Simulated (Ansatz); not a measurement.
Na2S2⁻. Total charge -1; doublet. Geometry r2SCAN-D4/def2-TZVPD.

```xyz
4

Na   -0.056   -1.411   -0.481
Na   -0.108    1.358    0.606
S     1.439   -0.554    1.478
S    -1.275    0.606   -1.603
```

Another isomer (doublet) lies 0.12 eV lower at PBE0-D4/def2-TZVPD.

Question: Estimate the α-spin orbital energies around the gap (eV) in Ansatz with PBE-D4/def2-TZVPD, r2SCANh-D4/def2-TZVPD, CAM-B3LYP-D4/def2-TZVPD, ωB97X-V/def2-TZVPD, ωB97M-V/def2-TZVPD.

Answer: 
```
orbital  PBE-D4/def2-TZVPD  r2SCANh-D4/def2-TZVPD  CAM-B3LYP-D4/def2-TZVPD  ωB97X-V/def2-TZVPD  ωB97M-V/def2-TZVPD
 HOMO−5              -1.22                  -1.96                    -3.91               -6.09               -4.79
 HOMO−4              -0.77                  -1.47                    -3.22               -5.25               -4.00
 HOMO−3              -0.75                  -1.30                    -3.09               -5.24               -3.94
 HOMO−2              -0.72                  -1.24                    -2.92               -2.85               -3.76
 HOMO−1              -0.51                  -1.07                    -2.81               -2.70               -3.72
   HOMO              -0.29                  -0.84                    -2.58               -2.46               -3.47
   LUMO               1.77                   2.18                     2.22                2.48                2.21
 LUMO+1               1.94                   2.20                     2.29                2.61                2.29
 LUMO+2               2.33                   2.59                     2.62                2.94                2.59
 LUMO+3               2.34                   2.61                     2.64                2.97                2.60
 LUMO+4               2.48                   2.69                     2.69                2.99                2.66
 LUMO+5               2.52                   2.76                     2.76                3.11                2.72
 β HOMO              -0.13                  -0.34                    -1.46               -2.11               -2.38
 β LUMO               0.08                   0.46                     1.56                2.27                2.12
```
